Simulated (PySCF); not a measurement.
## MgIn: frontier orbitals

PBE at R = 3.015 Å; Mg x2c-SVPall, In x2c-SVPall; spin-free X2C with a Gaussian nucleus (PySCF 2.14). State: ²Π (doublet), unpaired electrons π ↑. Only the outer orbitals are listed, counted within each symmetry.

```
spin  orbital  occ.  ε (eV)  on Mg (%)            main shells (%)
   α      12σ     1  -18.85          0                   100 In d
   α       6π     1  -18.83          0                   100 In d
   α       2δ     1  -18.73          0                   100 In d
   α       6π     1  -18.65          0                   100 In d
   α       2δ     1  -18.64          0                   100 In d
   α      13σ     1   -8.52         13            86 In s, 8 Mg s
   α      14σ     1   -4.98         74           75 Mg s, 18 In p
   α       7π     1   -2.97         24           76 In p, 22 Mg p
   α       7π     0   -2.81         24           76 In p, 22 Mg p
   α      15σ     0   -2.61         52  47 In p, 37 Mg p, 14 Mg s
   α       8π     0   -1.08         77           77 Mg p, 22 In p
   β      12σ     1  -18.83          0                   100 In d
   β       6π     1  -18.82          0                   100 In d
   β       2δ     1  -18.65          0                   100 In d
   β       6π     1  -18.56          0                   100 In d
   β       2δ     1  -18.54          0                   100 In d
   β      13σ     1   -8.09         14            85 In s, 9 Mg s
   β      14σ     1   -4.82         78           78 Mg s, 14 In p
   β       7π     0   -2.59         28           72 In p, 27 Mg p
   β      15σ     0   -2.49         50  49 In p, 40 Mg p, 10 Mg s
   β       7π     0   -2.12         35           64 In p, 34 Mg p
```

**Question.** Which are the highest filled and the lowest empty level, where do they sit, and how wide is the gap?

**Answer.** Highest filled α 7π at -2.97 eV (in %: 76 In p, 22 Mg p); lowest empty α 7π at -2.81 eV (in %: 76 In p, 22 Mg p); the gap at PBE is 0.16 eV. Both belong to one degenerate shell, split only by its one-sided filling, so this is no excitation gap.

```json
{"bond order (Mayer)": "1.04", "⟨S²⟩": "0.757", "charge on Mg (Mulliken, basis-dependent)": "-0.06", "charge on Mg (Löwdin, basis-dependent)": "-0.08", "dipole moment (positive dipole means Mg(−)In(+))": "-0.76 D", "polarisability along the bond": "209.3 bohr³", "polarisability across the bond": "107.1 bohr³"}
```

Spin–orbit coupling is left out. The state is the lowest determinant that a PBE0 search found; another state may lie lower at other levels.
